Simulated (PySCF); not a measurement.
GaH₅Si, SMILES [SiH3][GaH2].

Coordinates come from a PBE0-D3(BJ)/def2-TZVP optimisation.

These are TDDFT-CAM-B3LYP/def2-SVPD (PySCF) values and carry that method's errors.

Vertical excitations. 

**Question.** List the lowest excited states. (The exact figures need the calculation; the answer reports its results.)

**Answer.** 
```json
[
 {"state": "S1", "energy (eV)": "4.15", "λ (nm)": "299", "f": "0.002", "main pairs": "HOMO→LUMO 99 %"},
 {"state": "S2", "energy (eV)": "4.97", "λ (nm)": "250", "f": "0.000", "main pairs": "HOMO−1→LUMO 98 %"},
 {"state": "S3", "energy (eV)": "6.97", "λ (nm)": "178", "f": "0.043", "main pairs": "HOMO→LUMO+3 40 %, HOMO−3→LUMO 22 %, HOMO→LUMO+2 20 %, HOMO−2→LUMO 14 %"},
 {"state": "S4", "energy (eV)": "7.02", "λ (nm)": "177", "f": "0.019", "main pairs": "HOMO→LUMO+1 78 %"},
 {"state": "S5", "energy (eV)": "7.05", "λ (nm)": "176", "f": "0.041", "main pairs": "HOMO−3→LUMO 55 %, HOMO→LUMO+2 24 %, HOMO−2→LUMO 11 %"},
 {"state": "S6", "energy (eV)": "7.16", "λ (nm)": "173", "f": "0.059", "main pairs": "HOMO→LUMO+3 51 %, HOMO−3→LUMO 16 %, HOMO−2→LUMO 14 %, HOMO→LUMO+2 10 %"},
 {"state": "S7", "energy (eV)": "7.37", "λ (nm)": "168", "f": "0.410", "main pairs": "HOMO−2→LUMO 45 %, HOMO→LUMO+2 29 %, HOMO→LUMO+4 14 %"},
 {"state": "S8", "energy (eV)": "7.58", "λ (nm)": "163", "f": "0.206", "main pairs": "HOMO→LUMO+4 63 %, HOMO→LUMO+5 15 %, HOMO→LUMO+2 11 %"},
 {"state": "S9", "energy (eV)": "7.93", "λ (nm)": "156", "f": "0.190", "main pairs": "HOMO−1→LUMO+1 75 %, HOMO−1→LUMO+2 21 %"},
 {"state": "S10", "energy (eV)": "8.14", "λ (nm)": "152", "f": "0.051", "main pairs": "HOMO→LUMO+5 64 %"},
 {"state": "T1", "energy (eV)": "3.56", "λ (nm)": "349", "f": "0", "main pairs": "HOMO→LUMO 98 %"},
 {"state": "T2", "energy (eV)": "4.51", "λ (nm)": "275", "f": "0", "main pairs": "HOMO−1→LUMO 96 %"},
 {"state": "T3", "energy (eV)": "6.17", "λ (nm)": "201", "f": "0", "main pairs": "HOMO→LUMO+2 71 %"},
 {"state": "T4", "energy (eV)": "6.25", "λ (nm)": "198", "f": "0", "main pairs": "HOMO→LUMO+3 73 %"}
]
```
Triplets are in the Tamm–Dancoff approximation, which puts them higher than full response would, so one can lie above its singlet here.
